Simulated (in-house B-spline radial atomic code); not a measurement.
**LC-wPBE excitations of Ca IX (Ca8+)**

Method: LC-wPBE. Computed with a B-spline radial code for spherical atoms: linear response of the closed shell [Ne] 3s2 with the functional's adiabatic kernel; scalar-relativistic (spin-free one-electron X2C), finite nucleus, no spin-orbit coupling, no double excitations, S, P, D and F terms only.

Command:
```bash
python run_td.py task.json out
```
Settings (radii: box in bohr, nucleus in fm):
```
Z                        20
electrons                12
configuration            [Ne] 3s2
hamiltonian              x2c
method                   lc_wpbe
box_radius               11.59
rms_radius               3.4776
intervals                70
```

Run time, properties included: 0.5 s on 1 thread of Intel(R) Xeon(R) Platinum 8488C (Sapphire Rapids) (shared host).

The lowest states, in the order of their Tamm-Dancoff energies; the method's threshold (minus the highest occupied level) is 184.20 eV. Labels give the largest channel, * marks a mixed state, and oscillator strengths are full-response dipole values. Semilocal kernels can invert the small singlet-triplet splittings of Rydberg terms. Energies in eV:

```json
{"state": "3s → 3p 3P", "full response": "17.256", "Tamm-Dancoff": "17.668", "oscillator strength": "-"}
{"state": "3s → 3p 1P", "full response": "26.620", "Tamm-Dancoff": "27.463", "oscillator strength": "1.03"}
{"state": "3s → 3d 3D", "full response": "48.25", "Tamm-Dancoff": "48.40", "oscillator strength": "-"}
{"state": "3s → 3d 1D", "full response": "52.40", "Tamm-Dancoff": "52.42", "oscillator strength": "-"}
{"state": "3s → 4s 3S", "full response": "?", "Tamm-Dancoff": "?", "oscillator strength": "-"}
{"state": "3s → 4s 1S", "full response": "95.20", "Tamm-Dancoff": "95.24", "oscillator strength": "-"}
{"state": "3s → 4p 3P", "full response": "101.11", "Tamm-Dancoff": "101.12", "oscillator strength": "-"}
{"state": "3s → 4p 1P", "full response": "101.77", "Tamm-Dancoff": "101.80", "oscillator strength": "0.264"}
{"state": "3s → 4d 3D", "full response": "111.84", "Tamm-Dancoff": "111.85", "oscillator strength": "-"}
{"state": "3s → 4d 1D", "full response": "112.11", "Tamm-Dancoff": "112.11", "oscillator strength": "-"}
{"state": "3s → 4f 3F", "full response": "115.84", "Tamm-Dancoff": "115.87", "oscillator strength": "-"}
{"state": "3s → 4f 1F", "full response": "?", "Tamm-Dancoff": "?", "oscillator strength": "-"}
{"state": "3s → 5s 3S", "full response": "129.30", "Tamm-Dancoff": "129.30", "oscillator strength": "-"}
{"state": "3s → 5s 1S", "full response": "129.88", "Tamm-Dancoff": "129.90", "oscillator strength": "-"}
{"state": "3s → 5p 3P", "full response": "132.99", "Tamm-Dancoff": "132.99", "oscillator strength": "-"}
{"state": "3s → 5p 1P", "full response": "133.19", "Tamm-Dancoff": "133.19", "oscillator strength": "0.0961"}
```

Q: Where does 3s → 4f 1F lie?

A: At 116.58 eV in full response, 116.59 eV in Tamm-Dancoff.

Q: Where does 3s → 4s 3S lie?

A: At 93.33 eV in full response, 93.33 eV in Tamm-Dancoff.

Q: How large is the singlet-triplet splitting of 3s → 3p (P terms) in Tamm-Dancoff?

A: 9.79 eV, from the unrounded values.

Q: What polarisabilities and dispersion coefficient does the method give?

A: Dipole 1.125 bohr³, quadrupole 0.6371 bohr⁵, C6 1.005 hartree·bohr⁶ for two such species.
